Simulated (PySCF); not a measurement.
C₄H₇NSi, SMILES N#C/C=C\C[SiH3]. Atoms are numbered in the order given.

```xyz
13

N      2.8245     0.5239     0.2733
C      1.9970    -0.2915     0.4553
C      0.9846    -1.2740     0.6673
C     -0.2078    -1.2540     0.0119
C     -0.6517    -0.2175    -0.9572
Si    -1.8147     1.0597    -0.1236
H      1.2076    -2.0691     1.3963
H     -0.9258    -2.0566     0.2539
H      0.2068     0.3467    -1.3779
H     -1.2215    -0.6694    -1.7963
H     -2.2985     2.0381    -1.1581
H     -1.0692     1.7823     0.9606
H     -2.9970     0.3471     0.4747
```
Charge 0, spin multiplicity 1.

The structure is a stationary point at PBE-D3(BJ)/def2-SVP. The structure was generated by enumeration; whether it is a known compound was not checked. One conformer was computed; it need not be the lowest.

Calculation: PySCF with PBE/pcSseg-1.

GIAO shieldings, no solvent; atoms listed in one row are averaged. δ = σ(ref) − σ: ¹⁵N against NH3 (σ = 267.0 ppm); ¹³C against TMS (σ = 182.0 ppm); ²⁹Si against TMS (σ = 335.4 ppm); ¹H against TMS (σ = 31.49 ppm), references at their B3LYP-D3(BJ)/def2-TZVP geometries, non-relativistic.

Computed chemical shifts:
```json
[
 {"nucleus": "¹⁵N", "atoms": "N1", "count": "1", "δ (ppm)": "341.8"},
 {"nucleus": "¹³C", "atoms": "C4", "count": "1", "δ (ppm)": "163.6"},
 {"nucleus": "¹³C", "atoms": "C2", "count": "1", "δ (ppm)": "123.8"},
 {"nucleus": "¹³C", "atoms": "C3", "count": "1", "δ (ppm)": "106.4"},
 {"nucleus": "¹³C", "atoms": "C5", "count": "1", "δ (ppm)": "24.4"},
 {"nucleus": "²⁹Si", "atoms": "Si6", "count": "1", "δ (ppm)": "-65.1"},
 {"nucleus": "¹H", "atoms": "H8", "count": "1", "δ (ppm)": "7.00"},
 {"nucleus": "¹H", "atoms": "H7", "count": "1", "δ (ppm)": "5.60"},
 {"nucleus": "¹H", "atoms": "H11, H12, H13", "count": "3", "δ (ppm)": "4.50"},
 {"nucleus": "¹H", "atoms": "H9", "count": "1", "δ (ppm)": "3.29"},
 {"nucleus": "¹H", "atoms": "H10", "count": "1", "δ (ppm)": "2.45"}
]
```
